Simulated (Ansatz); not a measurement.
Geometry optimisation, Ansatz 0.2.0, RKS PBE0/def2-SVP.

The input (input.yaml):

```yaml
crystal:
  periodic: [false, false, false]
  atoms:
    - { symbol: Sn, position_ang: [-0.103307, 0.078326, -0.044875] }
    - { symbol: O, position_ang: [-0.053845, 0.011708, 1.919275] }
    - { symbol: H, position_ang: [-0.898871, 0.284895, 2.308151] }
    - { symbol: Cl, position_ang: [2.038224, 0.350069, -0.862131] }
    - { symbol: Cl, position_ang: [-1.352526, 1.969893, -0.584791] }
    - { symbol: Cl, position_ang: [-1.212274, -1.733646, -0.971716] }
    - { symbol: F, position_ang: [1.40308, -2.254368, 1.254986] }
    - { symbol: H, position_ang: [1.144718, -1.831477, 2.036101] }
basis:
  gaussian: { orbitals: def2-SVP }
hamiltonian:
  xc: pbe0
relax:
  f_tol: 0.03
  max_steps: 50
output:
  orbitals: {}
```

Launched with:

```bash
$ ansatz run input.yaml --threads 4 --pin off --max-ram 5120MiB --backend cpu --events-out ev --progress --plain --runs-dir out
```

Question: Where does it end, and by what steps?

Answer: The forces met the threshold. After 11 steps the energy has fallen by 0.193 eV; H8 moved furthest, 0.44 Å.

| step | energy less start (eV) | largest force component (eV/Å) | accepted |
| --- | --- | --- | --- |
| 0 | 0.0000 | 0.254 | yes |
| 1 | -0.0948 | 0.316 | yes |
| 2 | -0.1379 | 1.282 | yes |
| 3 | -0.1725 | 0.646 | yes |
| 4 | -0.1855 | 0.193 | yes |
| 5 | -0.1888 | 0.064 | yes |
| 6 | -0.1885 | 0.322 | no |
| 7 | -0.1902 | 0.054 | yes |
| 8 | -0.1921 | 0.031 | yes |
| 9 | -0.1911 | 0.168 | no |
| 10 | -0.1924 | 0.035 | yes |
| 11 | -0.1927 | 0.007 | yes |

```xyz
8
Properties=species:S:1:pos:R:3
Sn -0.008 -0.127 -0.015
O -0.090 -0.210 1.975
H -0.637 0.467 2.390
Cl 2.086 0.364 -0.867
Cl -1.312 1.781 -0.385
Cl -1.110 -1.854 -1.091
F 1.205 -1.998 1.147
H 0.831 -1.548 1.901
```

Run time: 15 s on 4 threads of AMD EPYC 9R45 (Zen 5), on a shared host, peak memory 0.35 GiB.
